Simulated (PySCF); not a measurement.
Isomers of H7NOSi2 and their computed core-level spectra.

Theory: delta-SCF UKS SCAN, pcX-2 on the ionised atom, pcseg-1 elsewhere, spin-free X2C (PySCF 2.14.0). Geometries: PBE0-D3(BJ)/def2-SVP; isolated species, one conformer each.

Line lists (1s up to Mg, 2p3/2 beyond; areas count atoms within a level, one atom standing for each set equivalent by bonding):
1. N 1s: 404.40 eV; O 1s: 538.48 eV; Si 2p3/2: 107.21 (area 1), 107.48 (area 1) eV
2. N 1s: 404.79 eV; O 1s: 538.45 eV; Si 2p3/2: 106.66 (area 1), 107.03 (area 1) eV
3. N 1s: 404.89 eV; O 1s: 537.62 eV; Si 2p3/2: 107.44 (area 1), 107.51 (area 1) eV

Structures:
A. `O[SiH2]N[SiH3]`
B. `N[SiH2][SiH2]O`
C. `N[SiH2]O[SiH3]`

Task: Which list belongs to which compound?

Result: 
- 1 = A: another candidate has the same counts of sites, so positions decide. N 1s: 404.40 nitrogen bridging silicon atoms; O 1s: 538.48 silanol oxygen; Si 2p3/2: 107.21 SiH3 silicon, 107.48 oxygen-bound silicon.
- 2 = B: another candidate has the same counts of sites, so positions decide. N 1s: 404.79 silicon-bound nitrogen; O 1s: 538.45 silanol oxygen; Si 2p3/2: 106.66 SiH2 silicon, 107.03 oxygen-bound silicon.
- 3 = C: another candidate has the same counts of sites, so positions decide. N 1s: 404.89 silicon-bound nitrogen; O 1s: 537.62 siloxane oxygen; Si 2p3/2: 107.44 oxygen-bound silicon, 107.51 oxygen-bound silicon.

2p3/2 and 2p1/2 are the ΔSCF energy of one spin-free 2p hole plus the eigenvalues of a spin–orbit and ligand-field matrix of the shell.
